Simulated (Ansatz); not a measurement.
Mulliken charges of C4H3F3, SMILES `F/C=C(F)/C=C/F` from ωB97M-V/def2-TZVPP in Ansatz (PBE0-D4/def2-TZVP geometry).

| atom | x (Å) | y (Å) | z (Å) | charge (e) |
| --- | --- | --- | --- | --- |
| F1 | -2.558 | 0.139 | -1.536 | -0.183 |
| C2 | -1.243 | 0.079 | -1.328 | 0.089 |
| C3 | -0.746 | 0.039 | -0.099 | -0.137 |
| C4 | 0.667 | -0.026 | 0.167 | 0.234 |
| F5 | 1.469 | -0.045 | -0.903 | -0.194 |
| C6 | 1.200 | -0.067 | 1.386 | 0.044 |
| F7 | 2.513 | -0.127 | 1.577 | -0.177 |
| H8 | -0.666 | 0.068 | -2.243 | 0.116 |
| H9 | -1.417 | 0.055 | 0.752 | 0.105 |
| H10 | 0.608 | -0.054 | 2.291 | 0.104 |

Problem. By hand: the dipole of these point charges (1 e Å = 4.8032 D).

Solution. Σ q r = (-0.224, 0.006, 0.230) e Å, of length 0.321 e Å = 1.54 D.

Problem. How does the dipole of the full density compare? (Best estimate.)

Solution. The calculation gave: (-0.211, 0.007, 0.172) e Å, 1.31 D; the point charges give 1.18 times that, at 7° from its direction.

Point charges leave out the atoms' own dipoles, such as those of lone pairs, and Mulliken's split depends on the basis, so the two needn't agree.
